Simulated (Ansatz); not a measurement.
Q: Name a neutral molecule of B, C, N, O and H with size of the dipole moment (PBE/def2-TZVPP) between 4.50 and 4.80 D and HOMO–LUMO gap (PBE0/def2-TZVPP) between 6.75 and 7.05 eV (Ansatz, PBE0-D4/def2-TZVP geometry).

A: `N=C1OB1N` (4.78 D, 6.96 eV). Other molecules can fit too; these were computed, each in one conformer that needn't be the lowest.
